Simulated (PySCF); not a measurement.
These are CAM-B3LYP-D3(BJ)/def2-TZVP run with PySCF values and carry that method's errors. Gas-phase values, no solvent. One relaxed conformer stands for a flexible species; it need not be the lowest. Delta-SCF ions had no search for a lower state. Excitations are Tamm–Dancoff values on a coarser integration grid. The basis has no diffuse functions, so Rydberg states are missing or too high.

Reference species (SMILES): `BC(=C)C(=C)C` (neutral, multiplicity 1).

| Item | Result |
|---|---|
| S1–T1 gap (TDA) | 1.77 eV |
| vertical ionisation energy (Delta-SCF) | 8.91 eV |

Changed species: `C(=C/B)(/C=C)C`.

Question: Predict the effect on the S1–T1 gap (TDA) and vertical ionisation energy (Delta-SCF).

Answer: the S1–T1 gap (TDA) increases by 0.44 eV, to 2.21 eV; the vertical ionisation energy (Delta-SCF) goes up by 0.18 eV, to 9.09 eV.
